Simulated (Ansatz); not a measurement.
AlBrH3NSi, SMILES `[Br][Al]1[NH][SiH2]1`, relaxed with RKS PBE-D4/def2-SVP in Ansatz from a rough embedded geometry. The force threshold is 0.03 eV/Å; the program also tests the step.

Total charge 0; spin multiplicity 1.

Start:

```xyz
7

Br    2.028    1.596    2.554
Al    0.767    0.788    0.704
N     0.670   -0.233   -0.921
Si   -0.936   -0.585   -0.150
H     0.435    0.486   -1.692
H    -0.899   -2.044    0.311
H    -2.064   -0.009   -0.805
```

(1) How much energy does the relaxation release, and in how many steps? (Best estimate.)

(2) Which bonds change most? (Estimate.)

(3) Give the relaxed structure. (Estimate.)

Results:

(1) Ansatz gave: 1.33 eV, in 8 steps, 1 of them rejected.

(2) Ansatz gave: Al2–N3 from 1.922 to 1.789 Å; Br1–Al2 from 2.381 to 2.261 Å; Si4–H7 from 1.426 to 1.512 Å; N3–H5 from 1.080 to 1.025 Å.

(3) Ansatz gave: 
```xyz
7

Br    2.147    1.814    2.251
Al    0.682    0.636    0.996
N     0.539    0.168   -0.724
Si   -0.960   -0.604   -0.071
H     0.892    0.173   -1.687
H    -1.030   -2.111   -0.158
H    -2.271   -0.076   -0.606
```
